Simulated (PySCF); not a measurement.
Isomers of C5H6ClF3O, one GFN2-xTB conformer each. Single-point energies are computed at PBE0/pcSseg-1 (PySCF, gas phase, no added dispersion term), electronic only.

| SMILES | GFN2-xTB relative energy (kcal/mol) |
| --- | --- |
| C[C@@H](CC(F)(F)F)C(=O)Cl | 0.0 |
| CC[C@H](F)C(F)(F)C(=O)Cl | 18.8 |
| FC(F)(F)OC1(CCl)CC1 | 11.3 |

Conformers: `[CH3:1][C@@H:2]([CH2:3][C:4]([F:5])([F:6])[F:7])[C:8](=[O:9])[Cl:10]` with C1–C2–C3–C4 -161°, C1–C2–C8–O9 -94°; `[CH3:1][CH2:2][C@H:3]([F:4])[C:5]([F:6])([F:7])[C:8](=[O:9])[Cl:10]` with C1–C2–C3–F4 -67°, C2–C3–C5–F6 -73°, C3–C5–C8–O9 73°; `[F:1][C:2]([F:3])([F:4])[O:5][C:6]1([CH2:7][Cl:8])[CH2:9][CH2:10]1` with C2–O5–C6–C7 71°, O5–C6–C7–Cl8 67°.

What does PBE0/pcSseg-1 give for the same structures?

```json
{"SMILES": "C[C@@H](CC(F)(F)F)C(=O)Cl", "PBE0/pcSseg-1 E (Eh)": "-1028.31684", "PBE0/pcSseg-1 (kcal/mol)": "0.0", "GFN2-xTB (kcal/mol)": "0.0", "point group": "C1"}
{"SMILES": "CC[C@H](F)C(F)(F)C(=O)Cl", "PBE0/pcSseg-1 E (Eh)": "-1028.28144", "PBE0/pcSseg-1 (kcal/mol)": "22.2", "GFN2-xTB (kcal/mol)": "18.8", "point group": "C1"}
{"SMILES": "FC(F)(F)OC1(CCl)CC1", "PBE0/pcSseg-1 E (Eh)": "-1028.27067", "PBE0/pcSseg-1 (kcal/mol)": "29.0", "GFN2-xTB (kcal/mol)": "11.3", "point group": "C1"}
```

Both levels put the same isomer lowest; measured from each level's own lowest isomer, the values differ by up to 17.7 kcal/mol (FC(F)(F)OC1(CCl)CC1: 11.3 against 29.0). As drawn, the lowest has a C=O bond, which the highest lacks; the highest has a three-membered ring, which the lowest lacks.

Which frontier levels, dipoles and rotational constants go with these structures?

```
                   SMILES  HOMO (eV, PBE0/pcSseg-1)  LUMO (eV)  dipole (D)       A, B, C (MHz)
C[C@@H](CC(F)(F)F)C(=O)Cl                     -8.77      -1.25        3.64  1865, 674.2, 623.7
 CC[C@H](F)C(F)(F)C(=O)Cl                     -8.99      -1.92        2.56  1846, 738.3, 689.3
      FC(F)(F)OC1(CCl)CC1                     -8.61       0.56        3.47  1610, 860.5, 671.1
```
